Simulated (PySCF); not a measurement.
NiO, SMILES [O]=[Ni] (connectivity only; charge and spin as stated), neutral, multiplicity 3. Geometry: PBE0-D3(BJ)/def2-TZVPD. The multiplicity is an assumed one; other spin states were not compared.

Method: PBE0-D3(BJ)/def2-TZVPD in PySCF.

Harmonic wavenumbers (cm⁻¹): 886. Rotational constants (GHz): 15.42 (linear); symmetry number 1.

Task: Work out the zero-point energy and the ideal-gas rigid-rotor harmonic-oscillator thermochemistry at 298.15 K and 1 atm.

Result: ZPE = ½ Σ hcν = ½ × 886 cm⁻¹ = 1.27 kcal/mol. H − E(el) = 3.38 kcal/mol. Entropy in cal/(mol K): translation 38.85, rotation 13.91, vibration 0.15, spin 2.18, total 55.09. G − E(el) = -13.05 kcal/mol. Cp = 7.48 cal/(mol K).
